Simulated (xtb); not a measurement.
C2H9AlO4Si, charge -1, doublet, geometry from GFN2-xTB (such geometries of metal compounds can be far from the true shape) (a state made from the parent by changing its charge; the spin is typed, not shown lowest); GFN1-xTB (xtb).

Here is a job for xtb.
```
$ xtb mol.xyz --gfn 1 --chrg -1 --uhf 1 --ohess --json

# file mol.xyz
17

Al     0.29613628     1.34072167     1.48692641
C      0.99004365     2.79075700     0.12517843
H      2.02391253     2.59397359    -0.19474507
H      1.00821819     3.78866880     0.58317301
H      0.40749925     2.90014008    -0.80194805
C     -1.74288661     1.79575097     1.73977412
H     -2.32623864     1.95775478     0.82118841
H     -1.85655222     2.71569170     2.32885522
H     -2.27992104     1.01735300     2.30059904
O      0.30148160    -0.16025264     0.51868904
Si     0.09182957    -1.17809388    -0.68161485
O      0.89375051    -2.60211315    -0.51028021
O      0.65366512    -0.58605129    -2.10604036
O     -1.49211149    -1.61032325    -0.84943880
H      0.57829560    -3.13814135     0.21021391
H      1.05873673     0.26984134    -1.99235366
H     -2.08656454    -0.89047483    -0.65557083
```

It wrote (shortened):

```
   ID    Z sym.   atoms
    1   13 Al     1
    2    6 C      2, 6
    3    1 H      3-5, 7-9, 15-17
    4    8 O      10, 12-14
    5   14 Si     11

           -------------------------------------------------
          |                Calculation Setup                |
           -------------------------------------------------

           -------------------------------------------------
          |                 G F N 1 - x T B                 |
           -------------------------------------------------

          ...................................................
          :                      SETUP                      :
          :.................................................:
          :  # basis functions                  62          :
          :  # atomic orbitals                  60          :
          :  # shells                           36          :
          :  # electrons                        49          :
          :  # halogen bonds                     0          :
          :  max. iterations                   250          :
          :  Hamiltonian                  GFN1-xTB          :
          :  restarted?                      false          :
          :  GBSA solvation                  false          :
          :  PC potential                    false          :
          :  electronic temp.          300.0000000     K    :
          :  accuracy                    1.0000000          :
          :  -> integral cutoff          0.2500000E+02      :
          :  -> integral neglect         0.1000000E-07      :
          :  -> SCF convergence          0.1000000E-05 Eh   :
          :  -> wf. convergence          0.2000000E-04 e    :
          :  Broyden damping             0.4000000          :
          :  net charge                         -1          :
          :  unpaired electrons                  1          :
          ...................................................

 iter      E             dE          RMSdq      gap      omega  full diag
   1    -31.7149617 -0.317150E+02  0.774E+00    4.71       0.0  T
   2    -31.7290791 -0.141174E-01  0.465E+00    4.41       1.0  T
   3    -31.7050093  0.240698E-01  0.902E-01    3.62       1.0  T
   4    -31.7320096 -0.270003E-01  0.187E-01    3.74       1.0  T
   5    -31.7330816 -0.107203E-02  0.533E-02    3.79       1.0  T
   6    -31.7330865 -0.488112E-05  0.190E-02    3.85       1.3  T
   7    -31.7330927 -0.619601E-05  0.248E-03    3.86       9.8  T
   8    -31.7330928 -0.596524E-07  0.781E-04    3.86      31.1  T
   9    -31.7330928 -0.891679E-08  0.249E-04    3.86      97.4  T
  10    -31.7330928 -0.216766E-08  0.423E-05    3.86     573.1  T
  11    -31.7330928 -0.420606E-10  0.182E-05    3.86    1332.9  T

   *** convergence criteria satisfied after 11 iterations ***

         :::::::::::::::::::::::::::::::::::::::::::::::::::::
         ::                     SUMMARY                     ::
         :::::::::::::::::::::::::::::::::::::::::::::::::::::
         :: total energy             -31.509427154348 Eh    ::
         :: gradient norm              0.053582995832 Eh/a0 ::
         :: HOMO-LUMO gap              3.857490150343 eV    ::
         ::.................................................::
         :: SCC energy               -31.733092788209 Eh    ::
         :: -> electrostatic           0.266469747519 Eh    ::
         :: repulsion energy           0.230148273017 Eh    ::
         :: dispersion energy         -0.006482639156 Eh    ::
         :: halogen bond corr.         0.000000000000 Eh    ::
         :: add. restraining           0.000000000000 Eh    ::
         :: total charge              -1.000000000000 e     ::
         :::::::::::::::::::::::::::::::::::::::::::::::::::::

      -----------------------------------------------------------
     |                   =====================                   |
     |                        A N C O P T                        |
     |                   =====================                   |
     |               Approximate Normal Coordinate               |
     |                Rational Function Optimizer                |
      -----------------------------------------------------------
      -----------------------------------------------------------
     |                   =====================                   |
     |                        A N C O P T                        |
     |                   =====================                   |
     |               Approximate Normal Coordinate               |
     |                Rational Function Optimizer                |
      -----------------------------------------------------------

          ...................................................
          :                      SETUP                      :
          :.................................................:
          :   optimization level            normal          :
          :   max. optcycles                   200          :
          :   ANC micro-cycles                  20          :
          :   degrees of freedom                45          :
          :.................................................:
          :   RF solver                   davidson          :
          :   write xtbopt.log                true          :
          :   linear?                        false          :
          :   energy convergence         0.5000000E-05 Eh   :
          :   grad. convergence          0.1000000E-02 Eh/α :
          :   maxmium RF displ.          1.0000000          :
          :   Hlow (freq-cutoff)         0.1000000E-01      :
          :   Hmax (freq-cutoff)         5.0000000          :
          :   S6 in model hess.         20.0000000          :
          ...................................................

generating ANC from exact Hessian ...
Using Lindh-Hessian (1995)
 Shifting diagonal of input Hessian by    1.0214767878866462E-002
 Lowest  eigenvalues of input Hessian
[...]
 * total energy  :   -31.5279522 Eh     change       -0.7200313E-04 Eh
 * total energy  :   -31.5279875 Eh     change       -0.3532147E-04 Eh
 * total energy  :   -31.5280127 Eh     change       -0.2517892E-04 Eh
 * total energy  :   -31.5280347 Eh     change       -0.2202643E-04 Eh
 * total energy  :   -31.5280457 Eh     change       -0.1091675E-04 Eh
 * total energy  :   -31.5280590 Eh     change       -0.1332595E-04 Eh
 * total energy  :   -31.5280726 Eh     change       -0.1361473E-04 Eh
 * total energy  :   -31.5280795 Eh     change       -0.6931416E-05 Eh
 * total energy  :   -31.5280933 Eh     change       -0.1378342E-04 Eh
 * total energy  :   -31.5280989 Eh     change       -0.5616699E-05 Eh
 * total energy  :   -31.5281054 Eh     change       -0.6443848E-05 Eh
 * total energy  :   -31.5281092 Eh     change       -0.3825149E-05 Eh
   *** GEOMETRY OPTIMIZATION CONVERGED AFTER 28 ITERATIONS ***
         :: total energy             -31.528109199913 Eh    ::
[...]
  17:  2.75  18: 19.37  19: 11.13  20:  7.17  21:  4.09  22: 12.65  23: 12.05  24: 14.81
  25: 11.66  26: 14.68  27:  7.39  28:  7.61  29:  4.85  30: 10.29  31:  7.73  32:  9.55
  33: 16.14  34: 20.11  35: 20.15  36: 20.18  37:  3.04  38:  2.85  39:  1.74  40:  1.73
  41:  1.76  42:  1.74  43:  1.26  44:  1.27  45:  1.99  46:  1.99  47:  1.98  48:  1.98
  49:  1.91  50:  1.91  51:  1.91
 IR intensities (km·mol⁻¹)
   1:  1.07   2:  3.59   3:  3.28   4:  3.62   5:  6.39   6:  2.81   7:  0.13   8:  0.19
Molecule has no symmetry elements
It seems to be the C1 point group
   9:  2.81  10:  0.02  11:  0.25  12:  1.23  13: 22.22  14:  0.24  15: 80.48  16: 30.84
  17:123.28  18: 35.92  19:101.81  20:169.02  21: 21.32  22: 30.37  23:132.47  24: 13.25
  25:193.39  26:147.68  27:144.00  28:196.99  29:259.06  30:198.15  31:127.36  32:446.21
  33: 15.02  34:289.44  35:292.77  36:787.72  37: 25.82  38:  5.11  39:  1.24  40:  3.58
  41:  0.27  42:  0.65  43: 99.51  44: 37.18  45: 13.06  46:146.63  47: 81.66  48: 69.57
  49: 27.26  50: 28.14  51: 29.77
 Raman intensities (Ä⁴*amu⁻¹)
   1:  0.00   2:  0.00   3:  0.00   4:  0.00   5:  0.00   6:  0.00   7:  0.00   8:  0.00
   9:  0.00  10:  0.00  11:  0.00  12:  0.00  13:  0.00  14:  0.00  15:  0.00  16:  0.00
  17:  0.00  18:  0.00  19:  0.00  20:  0.00  21:  0.00  22:  0.00  23:  0.00  24:  0.00
  25:  0.00  26:  0.00  27:  0.00  28:  0.00  29:  0.00  30:  0.00  31:  0.00  32:  0.00
  33:  0.00  34:  0.00  35:  0.00  36:  0.00  37:  0.00  38:  0.00  39:  0.00  40:  0.00
  41:  0.00  42:  0.00  43:  0.00  44:  0.00  45:  0.00  46:  0.00  47:  0.00  48:  0.00
  49:  0.00  50:  0.00  51:  0.00
 output can be read by thermo (or use thermo option).
 writing <g98.out> molden fake output.
 recommended (thermochemical) frequency scaling factor: 1.0
           -------------------------------------------------
          |             Thermodynamic Functions             |
           -------------------------------------------------

c1  symmetry found (for desy threshold:  0.10E+00) used in thermo

          ...................................................
          :                      SETUP                      :
          :.................................................:
          :  # frequencies                          45      :
          :  # imaginary freq.                       0      :
          :  linear?                             false      :
          :  only rotor calc.                    false      :
          :  symmetry                               c1      :
          :  rotational number                       1      :
          :  scaling factor                  1.0000000      :
          :  rotor cutoff                   50.0000000 cm⁻¹ :
          :  imag. cutoff                  -20.0000000 cm⁻¹ :
          :.................................................:

    mode    ω/cm⁻¹     T·S(HO)/kcal·mol⁻¹    T·S(FR)/kcal·mol⁻¹   T·S(vib)
   ------------------------------------------------------------------------
       1      8.38    -2.49324 (  0.08%)    -1.58471 ( 99.92%)    -1.58542
       2     43.50    -1.51848 ( 36.42%)    -1.09762 ( 63.58%)    -1.25090
       3     50.80    -1.42695 ( 51.59%)    -1.05169 ( 48.41%)    -1.24527
       4     61.57    -1.31375 ( 69.69%)    -0.99477 ( 30.31%)    -1.21705
       5     71.40    -1.22670 ( 80.61%)    -0.95089 ( 19.39%)    -1.17323
       6     92.30    -1.07655 ( 92.07%)    -0.87486 (  7.93%)    -1.06056
       7    120.59    -0.92157 ( 97.13%)    -0.79569 (  2.87%)    -0.91795
       8    122.83    -0.91096 ( 97.33%)    -0.79023 (  2.67%)    -0.90774
       9    155.64    -0.77584 ( 98.95%)    -0.72011 (  1.05%)    -0.77525
      10    222.39    -0.57827 ( 99.75%)    -0.61440 (  0.25%)    -0.57837
      11    244.67    -0.52734 ( 99.83%)    -0.58612 (  0.17%)    -0.52744
      12    257.21    -0.50108 ( 99.86%)    -0.57131 (  0.14%)    -0.50118
   ------------------------------------------------------------------------

   temp. (K)  partition function   enthalpy   heat capacity  entropy
                                   cal/mol     cal/K/mol   cal/K/mol   J/K/mol
 298.15  VIB  0.871E+07             8404.729     44.335     54.814
         ROT  0.923E+06              888.752      2.981     30.277
         INT  0.804E+13             9293.481     47.316     85.091
         TR   0.182E+28             1481.254      4.968     40.951
         TOT                       10774.7353    52.2841   126.0418   527.3589

       T/K    H(0)-H(T)+PV         H(T)/Eh          T*S/Eh         G(T)/Eh
   ------------------------------------------------------------------------
    298.15    0.171706E-01    0.125488E+00    0.598865E-01    0.656017E-01
   ------------------------------------------------------------------------

         :::::::::::::::::::::::::::::::::::::::::::::::::::::
         ::                  THERMODYNAMIC                  ::
         :::::::::::::::::::::::::::::::::::::::::::::::::::::
         :: total free energy         -31.462507463152 Eh   ::
         ::.................................................::
         :: total energy              -31.528109199913 Eh   ::
         :: zero point energy           0.108317626305 Eh   ::
         :: G(RRHO) w/o ZPVE           -0.042715889544 Eh   ::
         :: G(RRHO) contrib.            0.065601736761 Eh   ::
         :::::::::::::::::::::::::::::::::::::::::::::::::::::

optimized geometry written to: xtbopt.xyz

           -------------------------------------------------
          | TOTAL ENERGY              -31.528109199913 Eh   |
          | TOTAL ENTHALPY            -31.402620939951 Eh   |
          | TOTAL FREE ENERGY         -31.462507463152 Eh   |
          | GRADIENT NORM               0.000923766438 Eh/α |
          | HOMO-LUMO GAP               4.258057559900 eV   |
           -------------------------------------------------

normal termination of xtb
```
